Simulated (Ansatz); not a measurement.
NaLi, closed-shell singlet (the spin of the measured ground state), most abundant isotopes (7.0160 and 22.9898 u). Constants from fifth-degree fits in 1/R to seven points on the lowest solution found; no spin–orbit coupling, no relativity up to Kr; ω_e x_e and α_e move by some per cent with the fit.

Correlated levels freeze the inner cores; with def2 sets outer-core shells near the valence are correlated too.

Codes used: Ansatz (Gaussian orbitals). Each number belongs to the level named beside it.

At CCSD(T)/def2-QZVPP: B₀ = 0.37448 cm⁻¹, fundamental 251 cm⁻¹.

Problem. Taking the state as ¹Σ, work out the ideal-gas entropy and heat capacity at 298.15 K and 1 bar (rigid rotor, harmonic oscillator at the fundamental, no nuclear spin).

Solution. 
Translation: S = R(1.5 ln M + 2.5 ln T − 1.1517) with M = 30.006 u gives 151.28 J/(mol K). Rotation: q = kT/(σhcB₀) = 553.4 with σ = 1 and hc/k = 1.43878 cm K, S = R(ln q + 1) = 60.83. Vibration: u = hcν/kT = 1.210, S = R(u/(eᵘ − 1) − ln(1 − e⁻ᵘ)) = 7.22. Sum S° = 219.3 J/(mol K). C_p = 7R/2 + R u² eᵘ/(eᵘ − 1)² = 36.47 J/(mol K).

Doubts at one or more of the structures used: a restricted determinant that unrestricted orbitals would lower (CCSD(T)/def2-QZVPP).

Ansatz is a quantum-chemistry and plane-wave program.
